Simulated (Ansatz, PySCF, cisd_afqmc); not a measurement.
System: C$_{2}$H$_{2}$F$_{2}$, charge 0, singlet. C2H2F2 (SMILES FC(F)=C).
B3LYP-D3(BJ)/def2-TZVP minimum from Ansatz (a first-principles code):
```
C
C 1 1.3156
F 1 1.3225 2 125.22
F 1 1.3225 2 125.22 3 -180.00
H 2 1.0775 1 119.81 3 0.00
H 2 1.0775 5 120.39 1 180.00
```

Atomisation energy term by term, kcal/mol (programs: Ansatz, cisd_afqmc). Open shells are spin-unrestricted; no spin-orbit coupling. Cores are frozen in correlated methods. Rows without X2C or -DK are non-relativistic. AFQMC is phaseless with a CISD trial state; ± is one standard error, without the phaseless bias. Outlying blocks are dropped, and bars are widened where a walk drifts. Over all cases where full CI ran beside it in this data, AFQMC minus full CI had a median of +0.1 mEh and passed +0.4 mEh in a tenth of the cases. CBS(X,Y): correlation extrapolated as X^-3, Hartree-Fock from the larger set (Q,5: extrapolated as (X+1)exp(-9√X)). A bracket is a step between two methods taken in the basis named. 'core' is core correlation in cc-pwCVTZ, 'X2C' scalar relativity in cc-pVTZ-DK, both at CCSD(T). For partners of very few electrons the exact lower level stands in for a higher one.

| term | basis | kcal/mol |
|---|---|---|
| Hartree-Fock | CBS(cc-pVQZ,cc-pV5Z) | 412.30 |
| CCSD correlation | CBS(cc-pVQZ,cc-pV5Z) | 158.65 |
| (T) | CBS(cc-pVQZ,cc-pV5Z) | 13.24 |
| CCSDT(Q) - CCSD(T) | cc-pVDZ | 0.76 |
| core correlation | cc-pwCVTZ | 2.48 |
| scalar relativity | X2C, cc-pVTZ-DK | -0.68 |
| minus zero-point energy | Hessian by PySCF at B3LYP-D3(BJ)/def2-TZVP | -22.96 |
| sum: D0 |  | 563.8 |

The step beyond CCSD(T) by other levels: AFQMC/CISD in cc-pVTZ 0.61 ± 0.26 kcal/mol.
